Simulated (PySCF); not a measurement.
# Computed properties of C3H8ClNSi, SMILES C[Si@H](/C=N/C)Cl

C₃H₈ClNSi, SMILES C/N=C/[Si@@H](C)Cl. The structure is a stationary point at PBE0-D3(BJ)/def2-SVP. The structure was generated by enumeration; whether it is a known compound was not checked. Other conformers were not sampled. All values are computed for the isolated molecule unless a solvent is named; none is compared with measurement here.

**Structure.** All 36 harmonic modes at PBE0-D3(BJ)/def2-SVP (PySCF) are real, so it is a minimum. With heavy atoms numbered as in [CH3:1]/[N:2]=[CH:3]/[Si@@H:4]([CH3:5])[Cl:6], the shortest bond between them is N2–C3 at 1.270 Å and the longest Si4–Cl6 at 2.083 Å.

**Vibrations.** The strongest infrared lines (harmonic, unscaled, degenerate partners summed) lie at 839 cm⁻¹ (199 km/mol, H 72 %, Si 16 %, C 12 %), 2236 cm⁻¹ (120 km/mol, H 97 %), 897 cm⁻¹ (112 km/mol, H 74 %, C 14 %, Si 12 %). The softest mode is at 31 cm⁻¹ and the zero-point energy is 66.6 kcal/mol.

**Electronic structure.** ωB97X/def2-TZVP (PySCF) places the frontier levels at -9.74 and 1.17 eV, a gap of 10.91 eV, and gives a dipole moment of 1.76 D and a mean polarisability of 81.3 bohr³. PBE/def2-TZVP (PySCF) at the same geometry gives -5.88 and -2.09 eV, so its gap is 7.12 eV narrower. An orbital gap is neither the optical nor the fundamental gap.

**Excitations.** TDA-PBE0/def2-SVPD (PySCF) has S1 at 4.40 eV (282 nm, f = 0.004, weak); the most intense of the 10 singlets computed lies at 7.52 eV (f = 0.20). T1 (TDA) is at 3.49 eV, 0.91 eV under S1. TDA-PBE/def2-SVPD (PySCF) puts S1 at 4.17 eV. No vertical singlet excitation falls in the visible range (under 3.1 eV).

**NMR.** GIAO shifts at HF/pcSseg-1 (PySCF) (non-relativistic, atoms alike by connectivity averaged): ¹³C from 1.0 to 181.7 ppm against TMS; ¹H from 0.9 to 8.5 ppm against TMS; ²⁹Si at -3.2 ppm against TMS. Without spin–orbit terms, shifts of atoms bonded to Cl or Br come out too high.
